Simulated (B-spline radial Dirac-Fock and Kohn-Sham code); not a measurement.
## Kohn-Sham estimates against Dirac-Fock for the levels of Sm

System: atomic samarium, [Xe] 4f6 6s2.

The density-functional columns are spherical, spin-unpolarised Dirac-Kohn-Sham results without Breit or QED terms: −ε is minus the orbital energy of the initial state and ΔSCF the difference of two total energies, and "half-occupied" is minus the orbital energy with half an electron removed (Slater transition state). The reference in the last column comes from multi-electron Dirac-Fock with separately optimised hole states, Breit and Lamb-shift corrections added in first order. All numbers are from a B-spline atomic structure program, in eV; a selection of levels is shown. The Kohn-Sham columns are given as differences from the reference. For the 1s level of heavy atoms much of the gap between ΔSCF and the reference is the Breit and QED part, -194.2 eV here; for other levels the error of the functional can be larger.

```tsv
level	LDA ΔSCF − DF	LDA half-occupied − DF	PBE −ε − DF	PBE ΔSCF − DF	PBE0 −ε − DF	Dirac-Fock
K (1s)	+181.8	+182.7	-210.2	+228.3	-88.3	46836.4
L1 (2s)	-58.8	-59.0	-129.9	-52.9	-78.9	7745.6
L2 (2p1/2)	-1.0	-1.3	-96.8	+1.5	-53.2	7315.8
L3 (2p3/2)	-17.0	-17.2	-103.9	-15.2	-60.8	6720.1
M1 (3s)	-43.8	-44.1	-64.0	-42.1	-38.8	1732.5
M2 (3p1/2)	-28.0	-28.2	-50.6	-27.3	-28.7	1548.4
M3 (3p3/2)	-28.7	-28.9	-49.9	-28.2	-28.8	1425.6
M4 (3d3/2)	-4.8	-5.0	-30.8	-4.9	-14.2	1110.1
M5 (3d5/2)	-6.0	-6.2	-31.4	-6.1	-14.9	1084.2
N1 (4s)	-20.9	-21.1	-29.0	-20.1	-17.1	360.6
N2 (4p1/2)	-14.1	-14.3	-22.5	-13.7	-12.4	288.5
N3 (4p3/2)	-14.5	-14.7	-22.5	-14.0	-12.7	261.8
N4 (4d3/2)	-2.5	-2.7	-10.6	-2.4	-4.1	142.1
N5 (4d5/2)	-2.7	-2.8	-10.7	-2.6	-4.2	137.4
N6,7 (4f)	+4.0	+3.8	-2.9	+3.7	-3.2	5.37
O1 (5s)	-2.4	-2.4	-8.0	-2.5	-4.6	51.21
O2 (5p1/2)	+1.4	+1.3	-3.9	+1.2	-1.7	29.59
O3 (5p3/2)	+1.1	+1.1	-3.9	+1.0	-1.8	26.06
P1 (6s)	+1.5	+1.4	-1.1	+1.3	-0.6	4.68
```

For the outermost level NIST gives 5.643722 eV (measured); the differences from it are LDA ΔSCF +0.50, LDA half-occupied +0.48, PBE −ε -2.06, PBE ΔSCF +0.30, PBE0 −ε -1.53, Dirac-Fock -0.96 eV.

Values without a named source are computed, but for edge energies of neutral atoms, which are taken from tables.
